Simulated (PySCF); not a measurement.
NMR data simulated for an unnamed compound:

$^{1}$H NMR (400 MHz, computed): δ 6.65 (m, 1H), 1.87 (m, 3H).

$^{13}$C{$^{1}$H} NMR (computed): δ 234.7 (C), 132.2 (C), 79.1 (CH), 25.2 (CH3).

[PySCF: GIAO PBE0/pcSseg-1 shieldings; structure optimised with GFN2-xTB; non-relativistic; in vacuum; one conformer; rapidly exchanging positions averaged]

Chemical shifts δ = σref − σ; TMS for $^{1}$H, $^{13}$C, all at this level.

Which of these does the molecule contain: a non-aromatic C=C double bond, a Si–H bond, an N-methyl group, an amide?

Results:


- A non-aromatic C=C double bond: yes.
- A Si–H bond: no.
- An N-methyl group: no.
- An amide: no.

The data belong to SMILES CC(F)(F)OC=C=O, C4H4F2O2; they needn't prove each group on their own.

Carbon signals by region: 1 in the far downfield region (above 160 ppm), 1 in the sp2 and nitrile region (100–160 ppm), 1 at 50–100 ppm, 1 below 50 ppm. Above 160 ppm: 234.7, central carbon of a ketene.

Splittings by $^{19}$F in the carbon and heteronuclear signals aren't shown, as no couplings were computed. Shifts are as computed. Against solution values, carbons near 30 ppm lie about +3 ppm off and those near 130 ppm about +5 ppm. Of 1309 compounds with measured shifts, 239 miss one by over three times the rms of a fit or turn the order of signals round; such compounds aren't used in these exercises. Multiplicities follow the n + 1 count of equivalent neighbours, as no J values were calculated; m marks all less simple cases, F and P coupling included.
